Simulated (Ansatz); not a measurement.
Ansatz (a first-principles code) job for Sb(Et)3 (C6H15Sb), SMILES C[CH2][Sb]([CH2]C)[CH2]C, B3LYP-D3(BJ)/def2-SVP. 

Ansatz 0.2 input:
```yaml
crystal:
  periodic: [false, false, false]
  atoms:
    - {symbol: Sb, position_ang: [0.10832007, -0.11773853, 0.76703321]}
    - {symbol: C, position_ang: [1.54663726, 1.08356650, -0.40367092]}
    - {symbol: C, position_ang: [1.00167310, 1.76485825, -1.64101307]}
    - {symbol: H, position_ang: [2.36075362, 0.40825876, -0.66473044]}
    - {symbol: H, position_ang: [1.94701975, 1.82965539, 0.28216330]}
    - {symbol: H, position_ang: [0.19499908, 2.44890464, -1.38593601]}
    - {symbol: H, position_ang: [0.62639657, 1.04072913, -2.36062897]}
    - {symbol: H, position_ang: [1.78874441, 2.34208122, -2.12792513]}
    - {symbol: C, position_ang: [-1.70806515, 0.29503029, -0.39461009]}
    - {symbol: C, position_ang: [-2.46232151, 1.49893273, 0.13440615]}
    - {symbol: H, position_ang: [-2.32976059, -0.59713533, -0.32463614]}
    - {symbol: H, position_ang: [-1.43929952, 0.44445400, -1.43753911]}
    - {symbol: H, position_ang: [-1.84622934, 2.39525055, 0.08918695]}
    - {symbol: H, position_ang: [-2.75886239, 1.34578583, 1.17065766]}
    - {symbol: H, position_ang: [-3.36253826, 1.67759890, -0.45391418]}
    - {symbol: C, position_ang: [0.54462797, -2.02691900, -0.23711963]}
    - {symbol: C, position_ang: [0.49206182, -1.99368082, -1.74981453]}
    - {symbol: H, position_ang: [-0.17093951, -2.75112686, 0.15084060]}
    - {symbol: H, position_ang: [1.53493391, -2.33150031, 0.10024505]}
    - {symbol: H, position_ang: [1.21544005, -1.28613687, -2.14880618]}
    - {symbol: H, position_ang: [-0.49982136, -1.71545210, -2.09916340]}
    - {symbol: H, position_ang: [0.72715931, -2.97742987, -2.15757524]}
basis:
  gaussian:
    orbitals: def2-SVP
hamiltonian:
  xc: b3lyp
  dispersion: d3bj
relax: {f_tol: 0.002, max_steps: 200}
```

Program output:

```
WARN ansatz: RAYON_NUM_THREADS=2 ignored (pool sized by the plan → 2); use --threads N
Functional definition: B3LYP
integrals: 0.28 GiB planned
2185 factors; integrals over basis functions are off by at most 3.4e-4 eV
mean field: 1.39 GiB planned
mean field evaluation 1: about -12980.8230 eV, gradient 9.0e1 eV
mean field evaluation 2: about -12956.4671 eV, gradient 1.3e2 eV
mean field evaluation 4: about -13001.7846 eV, gradient 5.5e0 eV
mean field evaluation 8: about -13001.8995 eV, gradient 1.2e-1 eV
mean field evaluation 16: about -13001.8996 eV, gradient 1.8e-5 eV
mean field -13001.89956636 eV, -477.8109960598 hartree, gradient 1.8e-5 eV, S^2 0.000000; 0 other end points of the search recorded, 0 dependent functions left out
the calculation of the forces begins
reference -13001.89985746 eV, -477.8110067573 hartree; 37, 37 occupied and 148, 148 virtual orbitals, 2185 factors
relax step   1: F+E_penalty+E_count = -13002.95278446 eV  Δ(F+E_penalty+E_count) = +0.000e0 eV  max|allowed force component| = 4.602e-1 eV/Å  Δτ_max = 0.0000 Å  (28 SCF iters, accepted)
these checks for a lower state are left out or cut short: starts, cluster_reference, orbital_swaps, neighbouring_geometries, increment
integrals: 0.28 GiB planned
2185 factors; integrals over basis functions are off by at most 3.7e-4 eV
mean field: 1.38 GiB planned
mean field -13001.96408417 eV, -477.8133670454 hartree, gradient 1.9e-5 eV, S^2 0.000000; 0 other end points of the search recorded, 0 dependent functions left out
the calculation of the forces begins
reference -13001.96437629 eV, -477.8133777808 hartree; 37, 37 occupied and 148, 148 virtual orbitals, 2185 factors
relax step   2: F+E_penalty+E_count = -13003.00304174 eV  Δ(F+E_penalty+E_count) = -5.026e-2 eV  max|allowed force component| = 4.560e-1 eV/Å  Δτ_max = 0.0709 Å  (29 SCF iters, accepted)
these checks for a lower state are left out or cut short: starts, cluster_reference, orbital_swaps, neighbouring_geometries, increment
integrals: 0.28 GiB planned
2185 factors; integrals over basis functions are off by at most 3.7e-4 eV
mean field: 1.38 GiB planned
mean field -13001.98333467 eV, -477.8140744882 hartree, gradient 1.8e-5 eV, S^2 0.000000; 0 other end points of the search recorded, 0 dependent functions left out
the calculation of the forces begins
reference -13001.98362701 eV, -477.8140852317 hartree; 37, 37 occupied and 148, 148 virtual orbitals, 2185 factors
relax step   3: F+E_penalty+E_count = -13003.02626431 eV  Δ(F+E_penalty+E_count) = -2.322e-2 eV  max|allowed force component| = 8.632e-2 eV/Å  Δτ_max = 0.0585 Å  (29 SCF iters, accepted)
these checks for a lower state are left out or cut short: starts, cluster_reference, orbital_swaps, neighbouring_geometries, increment
integrals: 0.28 GiB planned
2185 factors; integrals over basis functions are off by at most 3.7e-4 eV
mean field: 1.38 GiB planned
mean field evaluation 32: about -13001.9383 eV, gradient 1.4e0 eV
mean field -13001.98568208 eV, -477.8141607539 hartree, gradient 1.8e-5 eV, S^2 0.000000; 0 other end points of the search recorded, 0 dependent functions left out
the calculation of the forces begins
reference -13001.98597426 eV, -477.8141714913 hartree; 37, 37 occupied and 148, 148 virtual orbitals, 2185 factors
relax step   4: F+E_penalty+E_count = -13003.02918416 eV  Δ(F+E_penalty+E_count) = -2.920e-3 eV  max|allowed force component| = 4.545e-2 eV/Å  Δτ_max = 0.0297 Å  (29 SCF iters, accepted)
these checks for a lower state are left out or cut short: starts, cluster_reference, orbital_swaps, neighbouring_geometries, increment
integrals: 0.28 GiB planned
2185 factors; integrals over basis functions are off by at most 3.8e-4 eV
mean field: 1.38 GiB planned
mean field -13001.98686986 eV, -477.8142044042 hartree, gradient 1.9e-5 eV, S^2 0.000000; 0 other end points of the search recorded, 0 dependent functions left out
the calculation of the forces begins
reference -13001.98716205 eV, -477.8142151421 hartree; 37, 37 occupied and 148, 148 virtual orbitals, 2185 factors
relax step   5: F+E_penalty+E_count = -13003.02991077 eV  Δ(F+E_penalty+E_count) = -7.266e-4 eV  max|allowed force component| = 2.047e-2 eV/Å  Δτ_max = 0.0186 Å  (30 SCF iters, accepted)
these checks for a lower state are left out or cut short: starts, cluster_reference, orbital_swaps, neighbouring_geometries, increment
integrals: 0.28 GiB planned
2185 factors; integrals over basis functions are off by at most 3.8e-4 eV
[...]
the calculation of the forces begins
reference -13001.98836976 eV, -477.8142595243 hartree; 37, 37 occupied and 148, 148 virtual orbitals, 2185 factors
relax step  11: F+E_penalty+E_count = -13003.03245767 eV  Δ(F+E_penalty+E_count) = -1.837e-4 eV  max|allowed force component| = 2.279e-2 eV/Å  Δτ_max = 0.0175 Å  (23 SCF iters, accepted)
these checks for a lower state are left out or cut short: starts, cluster_reference, orbital_swaps, neighbouring_geometries, increment
integrals: 0.28 GiB planned
2185 factors; integrals over basis functions are off by at most 3.8e-4 eV
mean field: 1.39 GiB planned
mean field -13001.98833785 eV, -477.8142583519 hartree, gradient 2.2e-5 eV, S^2 0.000000; 0 other end points of the search recorded, 0 dependent functions left out
the calculation of the forces begins
reference -13001.98863051 eV, -477.8142691068 hartree; 37, 37 occupied and 148, 148 virtual orbitals, 2185 factors
relax step  12: F+E_penalty+E_count = -13003.03245221 eV  Δ(F+E_penalty+E_count) = +5.466e-6 eV  max|allowed force component| = 2.450e-2 eV/Å  Δτ_max = 0.0149 Å  (23 SCF iters, rejected (line search))
these checks for a lower state are left out or cut short: starts, cluster_reference, orbital_swaps, neighbouring_geometries, increment
integrals: 0.28 GiB planned
2185 factors; integrals over basis functions are off by at most 3.8e-4 eV
mean field: 1.39 GiB planned
mean field evaluation 96: about -13001.9882 eV, gradient 1.9e-4 eV
mean field -13001.98817396 eV, -477.8142523288 hartree, gradient 1.0e-5 eV, S^2 0.000000; 0 other end points of the search recorded, 0 dependent functions left out
the calculation of the forces begins
reference -13001.98846657 eV, -477.8142630823 hartree; 37, 37 occupied and 148, 148 virtual orbitals, 2185 factors
relax step  13: F+E_penalty+E_count = -13003.03251224 eV  Δ(F+E_penalty+E_count) = -5.457e-5 eV  max|allowed force component| = 2.573e-3 eV/Å  Δτ_max = 0.0071 Å  (23 SCF iters, accepted)
these checks for a lower state are left out or cut short: starts, cluster_reference, orbital_swaps, neighbouring_geometries, increment
integrals: 0.28 GiB planned
2185 factors; integrals over basis functions are off by at most 3.8e-4 eV
mean field: 1.39 GiB planned
mean field -13001.98814690 eV, -477.8142513346 hartree, gradient 1.4e-5 eV, S^2 0.000000; 0 other end points of the search recorded, 0 dependent functions left out
the calculation of the forces begins
reference -13001.98843952 eV, -477.8142620882 hartree; 37, 37 occupied and 148, 148 virtual orbitals, 2185 factors
relax step  14: F+E_penalty+E_count = -13003.03252268 eV  Δ(F+E_penalty+E_count) = -1.044e-5 eV  max|allowed force component| = 4.487e-3 eV/Å  Δτ_max = 0.0073 Å  (22 SCF iters, accepted)
these checks for a lower state are left out or cut short: starts, cluster_reference, orbital_swaps, neighbouring_geometries, increment
integrals: 0.28 GiB planned
2185 factors; integrals over basis functions are off by at most 3.8e-4 eV
mean field: 1.39 GiB planned
mean field -13001.98808994 eV, -477.8142492412 hartree, gradient 2.2e-5 eV, S^2 0.000000; 0 other end points of the search recorded, 0 dependent functions left out
the calculation of the forces begins
reference -13001.98838256 eV, -477.8142599950 hartree; 37, 37 occupied and 148, 148 virtual orbitals, 2185 factors
relax step  15: F+E_penalty+E_count = -13003.03253136 eV  Δ(F+E_penalty+E_count) = -8.672e-6 eV  max|allowed force component| = 3.536e-3 eV/Å  Δτ_max = 0.0101 Å  (22 SCF iters, accepted)
these checks for a lower state are left out or cut short: starts, cluster_reference, orbital_swaps, neighbouring_geometries, increment
integrals: 0.28 GiB planned
2185 factors; integrals over basis functions are off by at most 3.8e-4 eV
mean field: 1.39 GiB planned
mean field -13001.98808630 eV, -477.8142491076 hartree, gradient 4.0e-5 eV, S^2 0.000000; 0 other end points of the search recorded, 0 dependent functions left out
the calculation of the forces begins
reference -13001.98837893 eV, -477.8142598613 hartree; 37, 37 occupied and 148, 148 virtual orbitals, 2185 factors
relax step  16: F+E_penalty+E_count = -13003.03253361 eV  Δ(F+E_penalty+E_count) = -2.249e-6 eV  max|allowed force component| = 2.095e-3 eV/Å  Δτ_max = 0.0031 Å  (20 SCF iters, accepted)
these checks for a lower state are left out or cut short: starts, cluster_reference, orbital_swaps, neighbouring_geometries, increment
integrals: 0.28 GiB planned
2185 factors; integrals over basis functions are off by at most 3.8e-4 eV
mean field: 1.39 GiB planned
mean field -13001.98808414 eV, -477.8142490282 hartree, gradient 2.5e-5 eV, S^2 0.000000; 0 other end points of the search recorded, 0 dependent functions left out
the calculation of the forces begins
reference -13001.98837676 eV, -477.8142597817 hartree; 37, 37 occupied and 148, 148 virtual orbitals, 2185 factors
relax step  17: F+E_penalty+E_count = -13003.03253479 eV  Δ(F+E_penalty+E_count) = -1.180e-6 eV  max|allowed force component| = 1.065e-3 eV/Å  Δτ_max = 0.0010 Å  (19 SCF iters, accepted)
integrals: 0.28 GiB planned
2185 factors; integrals over basis functions are off by at most 3.8e-4 eV
mean field: 1.39 GiB planned
mean field evaluation 128: about -13001.9880 eV, gradient 1.2e-1 eV
mean field -13001.98808414 eV, -477.8142490282 hartree, gradient 2.5e-5 eV, S^2 0.000000; 1 other end points of the search recorded, 0 dependent functions left out
the calculation of the forces begins
reference -13001.98837676 eV, -477.8142597817 hartree; 37, 37 occupied and 148, 148 virtual orbitals, 2185 factors
Total energy: -13003.03282741 eV, -477.8526426349 hartree
Atom 0 at     0.106270    -0.181445     0.806896 Å, force     0.000435     0.000542     0.000106 eV/Å
Atom 1 at     1.482104     1.106907    -0.365212 Å, force     0.000053    -0.000234    -0.000928 eV/Å
Atom 2 at     0.952543     1.695038    -1.669336 Å, force    -0.000642    -0.000037     0.000381 eV/Å
Atom 3 at     2.373587     0.482524    -0.543420 Å, force    -0.000228     0.000171     0.000177 eV/Å
Atom 4 at     1.795763     1.907116     0.323626 Å, force     0.000272    -0.000029    -0.000070 eV/Å
Atom 5 at     0.076361     2.340878    -1.501873 Å, force     0.000352    -0.000256    -0.000001 eV/Å
Atom 6 at     0.650021     0.914484    -2.383258 Å, force     0.000139     0.000156     0.000168 eV/Å
Atom 7 at     1.720016     2.313684    -2.167175 Å, force     0.000176     0.000019     0.000277 eV/Å
Atom 8 at    -1.739191     0.279237    -0.308217 Å, force    -0.000967     0.000466    -0.000065 eV/Å
Atom 9 at    -2.417036     1.565436     0.158677 Å, force     0.000368     0.000085     0.000281 eV/Å
Atom 10 at    -2.397921    -0.592085    -0.159294 Å, force     0.000217     0.000151    -0.000055 eV/Å
Atom 11 at    -1.495054     0.321265    -1.379865 Å, force     0.000003     0.000130     0.000426 eV/Å
Atom 12 at    -1.766911     2.444780     0.017269 Å, force    -0.000410    -0.000577    -0.000003 eV/Å
Atom 13 at    -2.676450     1.524118     1.229339 Å, force     0.000248    -0.000150    -0.000626 eV/Å
Atom 14 at    -3.350043     1.759645    -0.398445 Å, force     0.000189    -0.000329    -0.000094 eV/Å
Atom 15 at     0.528373    -2.055679    -0.284726 Å, force    -0.000073    -0.000624    -0.001065 eV/Å
Atom 16 at     0.597106    -1.976146    -1.806284 Å, force    -0.000246     0.000283     0.000669 eV/Å
Atom 17 at    -0.256433    -2.758770     0.041326 Å, force    -0.000137     0.000216    -0.000025 eV/Å
Atom 18 at     1.475669    -2.433847     0.134038 Å, force    -0.000082     0.000020    -0.000170 eV/Å
Atom 19 at     1.406987    -1.310416    -2.143314 Å, force    -0.000021     0.000025     0.000044 eV/Å
Atom 20 at    -0.342259    -1.600101    -2.241538 Å, force     0.000168    -0.000049     0.000257 eV/Å
Atom 21 at     0.787427    -2.968633    -2.251765 Å, force     0.000184     0.000021     0.000318 eV/Å
Dipole moment:     0.003351    -0.012911    -0.140252 e Å
```

The run converged.
